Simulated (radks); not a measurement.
Results of a calculation; reference values are marked as such.
Fractional charge and spin in the 5s shell of cadmium: the spin-up occupation runs from 0 to 1 and the spin-down occupation from 0 to 1; the fullest corner is Cd, [Kr] 4d10 5s(up 1, down 1). Code: a radial shooting solver on a logarithmic mesh with Libxc functionals. Model: scalar-relativistic Kohn-Sham, PBE, spin-polarised, spherical densities, finite nucleus; Fermi nuclear charge, rms radius of each element as measured or else 0.836 A^(1/3) + 0.57 fm. Energy (eV) minus the two flat planes that join the four corners (they meet along the diagonal where the two added fractions sum to one electron); zero is where a piecewise linear energy would lie.

down \ up,0,0.25,0.5,0.75,1
0,0.000,-0.740,-0.982,-0.732,0.000
0.25,-0.740,-0.920,-0.614,0.171,-0.653
0.5,-0.982,-0.614,0.227,-0.545,-0.864
0.75,-0.732,0.171,-0.545,-0.812,-0.642
1,0.000,-0.653,-0.864,-0.642,0.000

Corners above the fullest one (they belong to Cd+ and the next ion): (up 1, down 0) 9.045 eV, (up 0, down 1) 9.045 eV, (up 0, down 0) 26.398 eV. With half an added electron in each spin the energy lies 0.227 eV from the planes (fractional-spin error, the static-correlation error of a stretched bond), and with half an added electron in spin up alone -0.982 eV (fractional-charge error). For a frontier s shell over closed shells the exact functional lies on the planes.
